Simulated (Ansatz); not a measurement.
```xyz
11

O     1.569   -1.252    0.354
B     0.375   -0.917    0.900
C    -0.737   -0.396   -0.067
F    -1.970   -0.252    0.585
Si   -0.279    1.286   -0.838
H     2.218   -1.540    0.999
H     0.187   -0.986    2.083
H    -0.878   -1.095   -0.904
H     0.902    1.103   -1.718
H    -1.433    1.787   -1.627
H     0.047    2.264    0.232
```

Total charge 0; spin multiplicity 1.

Question: List the PBE/def2-TZVPP orbital energies in eV (the Gaussian-basis code of Ansatz). (Best estimate.)

Answer: The calculation gave: Occupied: -1779.58, -659.55, -511.23, -270.35, -177.59, -137.36, -94.09, -94.08, -94.07, -29.51, -26.16, -17.23, -14.24, -13.21, -12.08, -11.50, -10.76, -10.34, -9.29, -8.52, -8.43, -8.37, -7.46, -6.75. Lowest empty: -1.45, -0.47, -0.15, 0.43, 0.74, 1.26, 1.32, 1.59.
